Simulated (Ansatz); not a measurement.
CH4Be (SMILES [BeH][CH3]), charge 0, multiplicity 1, relaxed at each level with Ansatz (a quantum-chemistry and plane-wave program); harmonic frequencies from differences of analytic forces, average atomic masses, frozen cores.

| level | harmonic frequencies (cm⁻¹) | ZPE (eV) | cost over PBE/def2-TZVPP (rough) |
|---|---|---|---|
| PBE/def2-TZVPP | 418 418 712 712 852 1189 1387 1387 2084 2949 3019 3019 | 1.125 | ×1 |
| B3LYP/def2-TZVPP | 435 435 739 739 863 1244 1441 1441 2141 3002 3062 3062 | 1.153 | ×1 |
| PBE0/def2-TZVPP | 427 427 727 727 867 1227 1431 1431 2126 3025 3100 3100 | 1.154 | ×1 |
| wB97X-V/def2-TZVPP | 433 433 735 735 863 1247 1448 1448 2137 3034 3105 3105 | 1.161 | ×2 |
| MP2/cc-pVTZ | 425 425 732 732 865 1241 1458 1458 2170 3057 3144 3144 | 1.169 | ×2 |
| CCSD(T)/cc-pVTZ | 422 422 728 728 861 1243 1451 1451 2136 3008 3081 3082 | 1.154 | ×20 |
